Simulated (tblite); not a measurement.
Method: GFN2-xTB as coded in tblite; computed harmonic values from a numerical Hessian at the method's own geometry, unscaled. The method is semi-empirical: single wavenumbers can be off by several per cent or more. Modes of hydrogen on silicon can be 10 to 20 % off. One conformer each. Thermal functions are those of the rigid rotor and harmonic oscillator, without mixing of conformers.

Question: Order these by their zero-point energy, highest first (kJ/mol).
A. `C(/Cl)=C/C[SiH2]N(C)C`
B. `C=CO[C@@H](C)C(F)(F)F`
C. `O=C([O-])C#CCF`
D. `C=Cp1c(ccc1C)C`
E. `CC[C@@H](C)[P@](=O)([O-])C1CC1`
F. `C(C)(c1cccpc1)C`

Answer: E (524.1), F (433.9), D (421.2), A (413.8), B (299.7), C (129.0).

```
                        SMILES  atoms  mass (u)  symmetry number  modes under 300 cm⁻¹  ZPE (kJ/mol)  S translation (J/(mol K))  S rotation  S vibration      S     Cp
CC[C@@H](C)[P@](=O)([O-])C1CC1     24    161.07                1                    11         524.1                      163.9       120.2        104.4  388.5  143.4
                 CC(C)c1cccpc1     20    138.06                1                     8         433.9                      162.0       118.4         66.6  347.0  113.1
                C=Cp1c(C)ccc1C     20    138.06                1                     7         421.2                      162.0       118.0         97.4  377.4  128.8
           CN(C)[SiH2]C/C=C\Cl     20    149.04                1                    10         413.8                      163.0       121.4        108.1  392.5  133.1
         C=CO[C@@H](C)C(F)(F)F     16    140.04                1                     7         299.7                      162.2       116.1         74.0  352.2  115.5
                O=C([O-])C#CCF      9    101.00                1                     5         129.0                      158.1       112.1         64.1  334.3   84.6
```

Entropies and Cp are for 200 K and 1 bar.
